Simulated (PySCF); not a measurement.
Molfile (atoms numbered from 1):
```
C7H19NSi
     RDKit          3D

 28 27  0  0  0  0  0  0  0  0999 V2000
    2.1920   -1.6570   -0.1811 C   0  0  0  0  0  0  0  0  0  0  0  0
    1.5228   -0.2967   -0.3594 C   0  0  0  0  0  0  0  0  0  0  0  0
    2.4913    0.8540   -0.0903 C   0  0  0  0  0  0  0  0  0  0  0  0
    0.2724   -0.1883    0.4022 N   0  0  0  0  0  0  0  0  0  0  0  0
    0.3244   -0.0750    2.1420 Si  0  0  0  0  0  4  0  0  0  0  0  0
   -0.9586    0.0404   -0.3780 C   0  0  0  0  0  0  0  0  0  0  0  0
   -0.8814    1.3761   -1.1311 C   0  0  0  0  0  0  0  0  0  0  0  0
   -2.1652    0.0913    0.5609 C   0  0  0  0  0  0  0  0  0  0  0  0
   -1.1876   -1.1106   -1.3665 C   0  0  0  0  0  0  0  0  0  0  0  0
    1.4914   -2.4668   -0.4313 H   0  0  0  0  0  0  0  0  0  0  0  0
    3.0780   -1.7505   -0.8288 H   0  0  0  0  0  0  0  0  0  0  0  0
    2.5228   -1.8049    0.8587 H   0  0  0  0  0  0  0  0  0  0  0  0
    1.2454   -0.2221   -1.4224 H   0  0  0  0  0  0  0  0  0  0  0  0
    1.9977    1.8239   -0.2497 H   0  0  0  0  0  0  0  0  0  0  0  0
    3.3647    0.7971   -0.7589 H   0  0  0  0  0  0  0  0  0  0  0  0
    2.8676    0.8305    0.9446 H   0  0  0  0  0  0  0  0  0  0  0  0
   -0.6206   -1.0128    2.8225 H   0  0  0  0  0  0  0  0  0  0  0  0
    1.7055   -0.4418    2.5706 H   0  0  0  0  0  0  0  0  0  0  0  0
    0.0389    1.2949    2.6890 H   0  0  0  0  0  0  0  0  0  0  0  0
   -0.7469    2.2068   -0.4215 H   0  0  0  0  0  0  0  0  0  0  0  0
   -1.8027    1.5580   -1.7061 H   0  0  0  0  0  0  0  0  0  0  0  0
   -0.0414    1.3962   -1.8414 H   0  0  0  0  0  0  0  0  0  0  0  0
   -2.0667    0.8936    1.3103 H   0  0  0  0  0  0  0  0  0  0  0  0
   -3.0776    0.2990   -0.0165 H   0  0  0  0  0  0  0  0  0  0  0  0
   -2.3085   -0.8642    1.0857 H   0  0  0  0  0  0  0  0  0  0  0  0
   -0.3844   -1.1821   -2.1146 H   0  0  0  0  0  0  0  0  0  0  0  0
   -2.1322   -0.9694   -1.9140 H   0  0  0  0  0  0  0  0  0  0  0  0
   -1.2375   -2.0680   -0.8268 H   0  0  0  0  0  0  0  0  0  0  0  0
  1  2  1  0
  2  3  1  0
  2  4  1  0
  4  5  1  0
  4  6  1  0
  6  7  1  0
  6  8  1  0
  6  9  1  0
  1 10  1  0
  1 11  1  0
  1 12  1  0
  2 13  1  0
  3 14  1  0
  3 15  1  0
  3 16  1  0
  5 17  1  0
  5 18  1  0
  5 19  1  0
  7 20  1  0
  7 21  1  0
  7 22  1  0
  8 23  1  0
  8 24  1  0
  8 25  1  0
  9 26  1  0
  9 27  1  0
  9 28  1  0
M  END
```

[PySCF 2.14.0 with density-fitted response routines: CAM-B3LYP/pcSseg-1 with gauge-including orbitals; geometry from PBE0-D3(BJ)/def2-SVP; a single conformation; gas phase; one averaged value for each set of equivalent atoms; non-relativistic Hamiltonian]

Referencing at the same level of theory: $^{13}$C and $^{1}$H and $^{29}$Si against TMS; $^{15}$N vs NH3.

```tsv
atoms	nucleus	count	δ (ppm)
C7/C8/C9	$^{13}$C	3	30.6
C2	$^{13}$C	1	46.6
C6	$^{13}$C	1	53.3
Si5	$^{29}$Si	1	?
H10/H11/H12/H14/H15/H16	$^{1}$H	6	1.13
H13	$^{1}$H	1	?
H20/H21/H22/H23/H24/H25/H26/H27/H28	$^{1}$H	9	1.19
C1/C3	$^{13}$C	2	25.8
H17/H18/H19	$^{1}$H	3	?
N4	$^{15}$N	1	57.8
```

Estimate the values marked ?.

Answers


- H17/H18/H19: 4.49 ppm, hydrogen on a silicon bonded to N
- H13: 2.79 ppm, hydrogen on an sp3 CH bonded to N; its carbon carries N, an electronegative neighbour
- Si5: -75.6 ppm, silicon bonded to N, 3 H

Shifts are as computed, not scaled to solution data. Of 1211 compounds with measured shifts, 218 miss one by over three times the rms of a fit or turn the order of signals round; such compounds aren't used in these exercises. Experimental scales use liquid or dissolved standards, which lie at an offset from isolated NH3 (liquid NH3: subtract about 20 ppm).
